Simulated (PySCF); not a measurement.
## Sr⁻: fine-structure interval

Sr⁻ [Kr] 4d1 5s2 [4d3/2^1, M_J = 3/2] → Sr⁻ [Kr] 4d1 5s2 [4d5/2^1, M_J = 5/2], as a difference of total energies. Computed with PySCF 2.14 in x2c-TZVPall-2c with one added diffuse shell each of s, p, d type (9s10p8d1f, 86 functions), with the two-component X2C-1e Hamiltonian. Correlated levels: [Ar] 3d10 frozen; the 6 highest virtual spinors dropped. "Screened" scales the spin-orbit matrix elements by Boettger's factors to mimic the two-electron term; Breit and QED terms are absent.

```tsv
method	fine-structure interval (cm⁻¹)
GHF (screened spin-orbit)	-15.971
GMP2 (screened spin-orbit)	-4.4216
GHF (bare spin-orbit)	-15.311
```

The configuration of this anion was assumed by filling the next shell in order. It is not the known or likely ground configuration (Ca⁻, Sr⁻ and Ba⁻, for instance, bind a p electron), so these values are not the electron affinity of the element.

GHF and GMP2 differ strongly here because the two determinants are spin-polarised to different degrees; the interval is a small difference of such terms.

The determinant of the lower state mixes levels of different J (the jj label is only the starting occupation), so the difference between spin-free and spin-orbit rows is not the physical spin-orbit shift.
